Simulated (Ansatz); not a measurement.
Consider the ligand exchange at a Ga–C bond: `O=[CH][GaH][SiH3]` + H–F → `[F][GaH][SiH3]` + `C=O`.

Computed with Ansatz on PBE0-D4/def2-TZVP structures; ΔE is electronic, products minus reactants. CBS: MP2 limit from def2 TZ/QZ plus the TZ coupled-cluster correction, frozen cores. This one scheme is used for every species. DFT in def2-TZVPP. HSE06 is defined as in plane-wave codes. For Ga outer-core shells are correlated without core-valence functions, which leaves a few kJ/mol of doubt a bond. Scalar relativity is left out up to krypton. Each species was taken in one conformer, which may not be the lowest.

```
     level  ΔE (kJ/mol)
 r2SCAN-D4       -122.4
r2SCANh-D4       -122.8
  HSE06-D4       -115.2
   ωB97X-V       -129.1
```

Problem. What does CCSD(T)/CBS give? (An estimate is asked.)

Solution. The calculation gave: -116.9 kJ/mol. The listed levels differ from it by -5.5, -5.9, 1.7, -12.2 kJ/mol.

Largest T1 diagnostic among the species: 0.017.

The D4 term adds +6.0 kJ/mol with B3LYP and +3.4 kJ/mol with PBE0; it sums over pairs of atoms, weighted by their polarisabilities, and B3LYP, whose exchange is more repulsive, gets the larger term. From PBE to PBE0 (25 % exact exchange), in def2-TZVPP and without D4, ΔE moves by −3.7 kJ/mol. Leaving LDA and LC-ωPBE aside and taking each functional with its dispersion term where it has one, the values, not all of them listed here, spread over 21.1 kJ/mol, from B97M-V to revPBE-D4. LDA lies +8.8 kJ/mol from PBE without D4.

CCSD(T)/CBS has its own doubt, a few kJ/mol and more with outer-core shells, so smaller differences from it don't rank the levels.

B3LYP here is the variant with VWN-RPA as its local correlation; programs differ in this.
